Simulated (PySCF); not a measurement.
Calculated molecular-ion clusters (M+•, centroid m/z and relative intensity) of several compounds:

1. 83.0730 (100.0), 84.0760 (5.9)
2. 117.0573 (100.0), 118.0604 (9.1), 119.0635 (0.4)
3. 152.0055 (100.0), 153.0089 (3.3)
4. 131.0581 (100.0), 132.0588 (15.0), 133.0555 (7.5), 134.0564 (0.7)
5. 161.0420 (100.0), 162.0435 (11.0), 163.0400 (4.0)

Lines and terms under 0.3 % are left out. Candidates, as SMILES:
A. `C=C[C@@H]1C[P@@]1(CO)=N[SiH3]`
B. `CC#Cc1ccccn1`
C. `N(/C)=C(/C)C=C`
D. `[SiH3]N[SiH2]C1CCC1`
E. `FC(F)(F)CC(F)(F)F`

Q: Match clusters and compounds, and give each formula.

A: 
1 = C, C5H9N, monoisotopic mass of the neutral 83.0735 u; relative to that species, one 13C gives 5.4 % at +1 and one 15N gives 0.4 % at +1.
2 = B, C8H7N, monoisotopic mass of the neutral 117.0578 u; relative to that species, one 13C gives 8.7 % at +1 and one 15N gives 0.4 % at +1.
3 = E, C3H2F6, monoisotopic mass of the neutral 152.0061 u; relative to that species, one 13C gives 3.2 % at +1.
4 = D, C4H13NSi2, monoisotopic mass of the neutral 131.0587 u; relative to that species, one 29Si gives 10.2 % at +1, one 13C gives 4.3 % at +1, one 15N gives 0.4 % at +1 and one 30Si gives 6.7 % at +2.
5 = A, C5H12NOPSi, monoisotopic mass of the neutral 161.0426 u; relative to that species, one 13C gives 5.4 % at +1, one 29Si gives 5.1 % at +1, one 15N gives 0.4 % at +1 and one 30Si gives 3.3 % at +2.

Q: What is the mean mass of the whole cluster 5, and how does it compare with the molar mass?

A: 161.214 u over all lines, faint ones too (the ion lacks one electron, 0.0005 u); standard atomic weights give 161.216 g/mol for C5H12NOPSi.

Q: Give the exact less the nominal mass of each, in mDa.

A: C5H12NOPSi +42.6, C8H7N +57.8, C5H9N +73.5, C4H13NSi2 +58.7, C3H2F6 +6.1 (neutral, monoisotopic).

Abundances used (%; other tables differ somewhat): 12C 98.93, 13C 1.07; 14N 99.632, 15N 0.368; 1H 99.9885, 2H 0.0115; 28Si 92.2297, 29Si 4.6832, 30Si 3.0872; 16O 99.757, 17O 0.038, 18O 0.205.
